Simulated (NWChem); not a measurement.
All runs are NWChem calculations. System: C₂H₅O, charge 0, spin multiplicity 2, at a geometry optimised with UPBE0/def2-SVP. The structure started from a generated list of species. Its SCF solution wasn't tested for a lower state. Level: evGW0@UPBE/def2-TZVP, RI basis def2-tzvp-rifit, 6 cycles.

The NWChem input:

```
start mol
memory heap 200 mb stack 700 mb global 1700 mb
geometry units angstroms nocenter noautoz noautosym
  C      1.205817    -0.175716    -0.019330
  O      0.005620     0.065768     0.535981
  C     -1.084188     0.063223    -0.343210
  H      1.350495     0.069641    -1.078943
  H      2.037583    -0.121017     0.684731
  H     -0.957631     0.814793    -1.144952
  H     -1.223274    -0.927839    -0.810912
  H     -1.981909     0.313237     0.237471
end
basis spherical
  * library def2-tzvp
end
basis "ri basis" bse spherical
  * library def2-tzvp-rifit
end
dft
  xc xpbe96 cpbe96
  odft
  mult 2
  iterations 100
  direct
  tolerances tight
end
task dft energy
gw
  evgw0 6
  states alpha occ -1 vir -1
  states beta occ -1 vir -1
end
task dft gw
```

NWChem printed:

```
             Northwest Computational Chemistry Package (NWChem) 7.3.0
             --------------------------------------------------------

                                NWChem Input Module
                                -------------------

 Scaling coordinates for geometry "geometry" by  1.889725989
 (inverse scale =  0.529177249)

                             Geometry "geometry" -> ""
                             -------------------------

 Output coordinates in angstroms (scale by  1.889725989 to convert to a.u.)

  No.       Tag          Charge          X              Y              Z
 ---- ---------------- ---------- -------------- -------------- --------------
    1 C                    6.0000     1.20581700    -0.17571600    -0.01933000
    2 O                    8.0000     0.00562000     0.06576800     0.53598100
    3 C                    6.0000    -1.08418800     0.06322300    -0.34321000
    4 H                    1.0000     1.35049500     0.06964100    -1.07894300
    5 H                    1.0000     2.03758300    -0.12101700     0.68473100
    6 H                    1.0000    -0.95763100     0.81479300    -1.14495200
    7 H                    1.0000    -1.22327400    -0.92783900    -0.81091200
    8 H                    1.0000    -1.98190900     0.31323700     0.23747100

 Effective nuclear repulsion energy (a.u.)      77.6514071436

            Nuclear Dipole moment (a.u.)
            ----------------------------
        X                 Y               Z
 ---------------- ---------------- ----------------
    -0.0000037795     0.0000018897     0.0000056692


 Summary of "ao basis" -> "" (spherical)
 ------------------------------------------------------------------------------
       Tag                 Description            Shells   Functions and Types
 ---------------- ------------------------------  ------  ---------------------
 *                         def2-tzvp                  on all atoms

 new library libraries.bse/

 Summary of "ri basis" -> "" (spherical)
 ------------------------------------------------------------------------------
       Tag                 Description            Shells   Functions and Types
 ---------------- ------------------------------  ------  ---------------------
 *                      def2-tzvp-rifit               on all atoms

  pbe96 is a nonlocal functional; adding pw91lda local functional.

                                 NWChem DFT Module
                                 -----------------

 Summary of "ao basis" -> "ao basis" (spherical)
 ------------------------------------------------------------------------------
       Tag                 Description            Shells   Functions and Types
 ---------------- ------------------------------  ------  ---------------------
 C                         def2-tzvp                11       31   5s3p2d1f
 O                         def2-tzvp                11       31   5s3p2d1f
 H                         def2-tzvp                 4        6   3s1p

 Summary of "ao basis" -> "ao basis" (spherical)
 ------------------------------------------------------------------------------
       Tag                 Description            Shells   Functions and Types
 ---------------- ------------------------------  ------  ---------------------
 C                         def2-tzvp                11       31   5s3p2d1f
 O                         def2-tzvp                11       31   5s3p2d1f
 H                         def2-tzvp                 4        6   3s1p
[...]
@GW       114        177.308           0.000
@GW       115        179.163           0.000
@GW       116        186.625           0.000
@GW       117        187.547           0.000
@GW       118        191.996           0.000
@GW       119        200.769           0.000
@GW       120        201.816           0.000
@GW       121        622.998           0.000
@GW       122        626.143           0.000
@GW       123       1216.008           0.000

                   Beta Orbitals
          State     Energy (eV)     Error (eV)
          -----------------------------------
@GW         1       -538.588           0.000
@GW         2       -291.871           0.000
@GW         3       -290.926           0.000
@GW         4        -32.125           0.000
@GW         5        -22.796           0.000
@GW         6        -19.674           0.000
@GW         7        -16.410           0.000
@GW         8        -16.284           0.000
@GW         9        -15.514           0.000
@GW        10        -13.739           0.000
@GW        11        -12.132           0.000
@GW        12        -11.419           0.000
@GW        13          1.393           0.000
@GW        14          3.499           0.000
@GW        15          4.666           0.000
@GW        16          4.763           0.000
@GW        17          5.198           0.000
@GW        18          5.604           0.000
@GW        19          5.906           0.000
@GW        20          7.099           0.000
@GW        21          7.914           0.000
@GW        22          8.462           0.000
@GW        23          9.572           0.000
@GW        24          9.451           0.000
@GW        25         11.054           0.000
@GW        26         12.194           0.000
@GW        27         12.187           0.000
@GW        28         12.425           0.000
@GW        29         14.162           0.000
@GW        30         14.415           0.000
@GW        31         15.329           0.000
@GW        32         15.438           0.000
@GW        33         16.147           0.000
@GW        34         17.156           0.000
@GW        35         18.024           0.000
@GW        36         19.268           0.000
@GW        37         20.047           0.000
@GW        38         23.089           0.000
@GW        39         24.339           0.000
@GW        40         24.555           0.000
@GW        41         26.460           0.000
@GW        42         27.696           0.000
@GW        43         29.187           0.000
@GW        44         30.720           0.000
@GW        45         31.157           0.000
@GW        46         31.458           0.000
@GW        47         33.270           0.000
@GW        48         40.442           0.000
@GW        49         41.540           0.000
@GW        50         43.787           0.000
@GW        51         45.640           0.000
@GW        52         45.753           0.000
@GW        53         45.623           0.000
@GW        54         46.888           0.000
@GW        55         47.381           0.000
@GW        56         48.187           0.000
@GW        57         50.294           0.000
@GW        58         51.225           0.000
@GW        59         53.311           0.000
@GW        60         54.594           0.000
@GW        61         55.606           0.000
@GW        62         55.900           0.000
@GW        63         57.420           0.000
@GW        64         59.362           0.000
@GW        65         60.756           0.000
@GW        66         60.967           0.000
@GW        67         62.565           0.000
@GW        68         65.454           0.000
@GW        69         65.826           0.000
@GW        70         66.427           0.000
@GW        71         68.214           0.000
@GW        72         69.592           0.000
@GW        73         69.627           0.000
@GW        74         71.866           0.000
@GW        75         74.584           0.000
@GW        76         74.491           0.000
@GW        77         76.005           0.000
@GW        78         77.154           0.000
@GW        79         78.817           0.000
@GW        80         80.133           0.000
@GW        81         80.291           0.000
@GW        82         85.991           0.000
@GW        83         86.404           0.000
@GW        84         87.878           0.000
@GW        85         89.428           0.000
@GW        86         89.740           0.000
@GW        87         90.819           0.000
@GW        88         91.741           0.000
@GW        89         93.362           0.000
@GW        90         93.766           0.000
@GW        91         95.503           0.000
@GW        92         95.627           0.000
@GW        93         96.978           0.000
@GW        94         98.290           0.000
@GW        95         99.769           0.000
@GW        96        101.725           0.000
@GW        97        103.033           0.000
@GW        98        103.351           0.000
@GW        99        104.681           0.000
@GW       100        106.042           0.000
@GW       101        110.504           0.000
@GW       102        120.004           0.000
@GW       103        120.447           0.000
@GW       104        123.798           0.000
@GW       105        124.074           0.000
@GW       106        126.030           0.000
@GW       107        130.023           0.000
@GW       108        135.703           0.000
@GW       109        153.768           0.000
@GW       110        155.292           0.000
@GW       111        164.978           0.000
@GW       112        168.195           0.000
@GW       113        168.795           0.000
@GW       114        177.524           0.000
@GW       115        179.326           0.000
@GW       116        186.695           0.000
@GW       117        187.567           0.000
@GW       118        191.793           0.000
@GW       119        200.872           0.000
@GW       120        201.964           0.000
@GW       121        623.811           0.000
@GW       122        626.175           0.000
@GW       123       1216.121           0.000

     GW Timing Statistics
   ------------------------
   Init.   :          0.1s
     ERIs  :          1.9s
     Distr.:          0.2s
     Vxc   :          0.9s
   Sigma_x :          0.0s
   RPA     :          6.1s
   Wmn     :         10.4s
   Sigma_c :         10.6s
   GW total:         30.4s

 Task  times  cpu:       30.4s     wall:       30.4s

 Total times  cpu:       60.6s     wall:       60.6s
```
